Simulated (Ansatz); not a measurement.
Ansatz (a first-principles code) input (B3LYP/6-31G* with LANL2DZ past Ar): The .json file joins the Basis Set Exchange's 6-31G* for atoms up to Ar and LANL2DZ past it.

Ansatz 0.2 input:
```yaml
crystal:
  periodic: [false, false, false]
  atoms:
    - {symbol: C, position_ang: [-2.32009100, -0.27220100, 0.14133900]}
    - {symbol: B, position_ang: [-0.83312000, -0.09774400, 0.05075300]}
    - {symbol: I, position_ang: [0.46795400, -1.65865500, 0.72542100]}
    - {symbol: I, position_ang: [-0.01750100, 1.71150400, -0.75286200]}
    - {symbol: H, position_ang: [-3.01380200, 0.49277100, -0.18878100]}
    - {symbol: H, position_ang: [-2.77402700, -1.17181800, 0.54137200]}
basis:
  gaussian:
    orbitals: 6-31Gs+LANL2DZ.json
hamiltonian:
  xc: {name: B3LYP}
magnetization: {spin_polarized: true, initial_magnetization: 1}
relax: {f_tol: 0.003, max_steps: 120}
```

Output:

```
Functional definition: B3LYP
integrals: 0.01 GiB planned
659 factors; integrals over basis functions are off by at most 4.2e-4 eV
mean field: 0.19 GiB planned
mean field evaluation 1: about -2354.7981 eV, gradient 3.9e1 eV
mean field evaluation 2: about -2336.7157 eV, gradient 6.1e1 eV
mean field evaluation 4: about -2365.5689 eV, gradient 2.0e0 eV
mean field evaluation 8: about -2365.6347 eV, gradient 1.3e-1 eV
mean field evaluation 16: about -2365.6348 eV, gradient 2.4e-5 eV
mean field -2365.63484002 eV, -86.9354768858 hartree, gradient 1.2e-5 eV, S^2 0.753497; 2 other end points of the search recorded, 0 dependent functions left out
the calculation of the forces begins
reference -2365.63506658 eV, -86.9354852119 hartree; 14, 13 occupied and 36, 37 virtual orbitals, 659 factors
relax step   1: F+E_penalty+E_count = -2365.63484002 eV  Δ(F+E_penalty+E_count) = +0.000e0 eV  max|allowed force component| = 1.947e-1 eV/Å  Δτ_max = 0.0000 Å  (76 SCF iters, accepted)
these checks for a lower state are left out or cut short: starts, cluster_reference, orbital_swaps, neighbouring_geometries, increment
integrals: 0.01 GiB planned
659 factors; integrals over basis functions are off by at most 4.2e-4 eV
mean field: 0.19 GiB planned
mean field evaluation 32: about -2365.6137 eV, gradient 1.0e0 eV
mean field -2365.63905494 eV, -86.9356317813 hartree, gradient 1.8e-5 eV, S^2 0.753500; 0 other end points of the search recorded, 0 dependent functions left out
the calculation of the forces begins
reference -2365.63928229 eV, -86.9356401362 hartree; 14, 13 occupied and 36, 37 virtual orbitals, 659 factors
relax step   2: F+E_penalty+E_count = -2365.63905494 eV  Δ(F+E_penalty+E_count) = -4.215e-3 eV  max|allowed force component| = 7.650e-2 eV/Å  Δτ_max = 0.0220 Å  (31 SCF iters, accepted)
these checks for a lower state are left out or cut short: starts, cluster_reference, orbital_swaps, neighbouring_geometries, increment
integrals: 0.01 GiB planned
659 factors; integrals over basis functions are off by at most 4.2e-4 eV
mean field: 0.19 GiB planned
mean field -2365.63962399 eV, -86.9356526936 hartree, gradient 2.4e-5 eV, S^2 0.753496; 0 other end points of the search recorded, 0 dependent functions left out
the calculation of the forces begins
reference -2365.63985107 eV, -86.9356610385 hartree; 14, 13 occupied and 36, 37 virtual orbitals, 659 factors
relax step   3: F+E_penalty+E_count = -2365.63962399 eV  Δ(F+E_penalty+E_count) = -5.691e-4 eV  max|allowed force component| = 3.320e-2 eV/Å  Δτ_max = 0.0111 Å  (26 SCF iters, accepted)
these checks for a lower state are left out or cut short: starts, cluster_reference, orbital_swaps, neighbouring_geometries, increment
integrals: 0.01 GiB planned
659 factors; integrals over basis functions are off by at most 4.2e-4 eV
mean field: 0.19 GiB planned
mean field -2365.63967258 eV, -86.9356544791 hartree, gradient 8.6e-5 eV, S^2 0.753496; 0 other end points of the search recorded, 0 dependent functions left out
the calculation of the forces begins
reference -2365.63989969 eV, -86.9356628252 hartree; 14, 13 occupied and 36, 37 virtual orbitals, 659 factors
relax step   4: F+E_penalty+E_count = -2365.63967258 eV  Δ(F+E_penalty+E_count) = -4.859e-5 eV  max|allowed force component| = 1.161e-2 eV/Å  Δτ_max = 0.0025 Å  (21 SCF iters, accepted)
these checks for a lower state are left out or cut short: starts, cluster_reference, orbital_swaps, neighbouring_geometries, increment
integrals: 0.01 GiB planned
659 factors; integrals over basis functions are off by at most 4.2e-4 eV
mean field: 0.19 GiB planned
mean field -2365.63967514 eV, -86.9356545733 hartree, gradient 1.7e-5 eV, S^2 0.753495; 0 other end points of the search recorded, 0 dependent functions left out
the calculation of the forces begins
reference -2365.63990226 eV, -86.9356629196 hartree; 14, 13 occupied and 36, 37 virtual orbitals, 659 factors
relax step   5: F+E_penalty+E_count = -2365.63967514 eV  Δ(F+E_penalty+E_count) = -2.563e-6 eV  max|allowed force component| = 7.774e-4 eV/Å  Δτ_max = 0.0004 Å  (21 SCF iters, accepted)
integrals: 0.01 GiB planned
659 factors; integrals over basis functions are off by at most 4.2e-4 eV
mean field: 0.19 GiB planned
mean field evaluation 64: about -2365.6161 eV, gradient 4.1e-1 eV
mean field -2365.63967514 eV, -86.9356545733 hartree, gradient 1.7e-5 eV, S^2 0.753495; 3 other end points of the search recorded, 0 dependent functions left out
the calculation of the forces begins
reference -2365.63990226 eV, -86.9356629196 hartree; 14, 13 occupied and 36, 37 virtual orbitals, 659 factors
Total energy: -2365.63990226 eV, -86.9356629196 hartree
Atom 0 at    -2.324040    -0.272664     0.141579 Å, force     0.000026     0.000003    -0.000002 eV/Å
Atom 1 at    -0.830192    -0.097401     0.050575 Å, force     0.000777     0.000091    -0.000047 eV/Å
Atom 2 at     0.478729    -1.669687     0.730175 Å, force    -0.000027     0.000096    -0.000042 eV/Å
Atom 3 at    -0.010210     1.724656    -0.758716 Å, force     0.000001    -0.000099     0.000043 eV/Å
Atom 4 at    -3.022569     0.493471    -0.189007 Å, force    -0.000357    -0.000267     0.000121 eV/Å
Atom 5 at    -2.782304    -1.174517     0.542637 Å, force    -0.000421     0.000176    -0.000073 eV/Å
Dipole moment:    -0.413326    -0.048493     0.025180 e Å
```

The geometry given is a B3LYP-D3(BJ)/def2-TZVP minimum.
